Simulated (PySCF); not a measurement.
Al⁺ (aluminium, charge +1): r2SCAN calculation

Configuration: [Ne] 3s2, closed-shell 1S. All numbers are calculated (PySCF 2.14, the non-relativistic Hamiltonian (point nucleus), in cc-pV(T+d)Z (5s4p3d1f, 39 functions)).

```
Total energy                                     : -242.1076 hartree
One-electron energy                              : -332.8195 hartree
Hartree (Coulomb) energy                         : 109.0234 hartree
Exchange-correlation energy                      : -18.3115 hartree
Kinetic energy                                   : 241.43830 hartree
⟨S²⟩                                             : 0.0000
⟨L²⟩                                             : 0.000
Sum of ⟨r⟩                                       : 9.902 bohr
Sum of ⟨r²⟩                                      : 17.02 bohr²
Density at the nucleus (Gaussians lack the cusp) : 1380 bohr⁻³
Langevin diamagnetic susceptibility              : -13.5 ×10⁻⁶ cm³/mol
Time after the integrals                         : 0.35 s of wall time on 1 thread of Neoverse-V2 (shared host)
```

| shell | electrons | mean orbital energy (eV) | rms radius, mean of both spins (bohr) |
| --- | --- | --- | --- |
| 1s | 2 | -1526.9 | 0.140 |
| 2s | 2 | -119.66 | 0.684 |
| 2p | 6 | -79.864 | 0.677 |
| 3s | 2 | -14.924 | 2.58 |
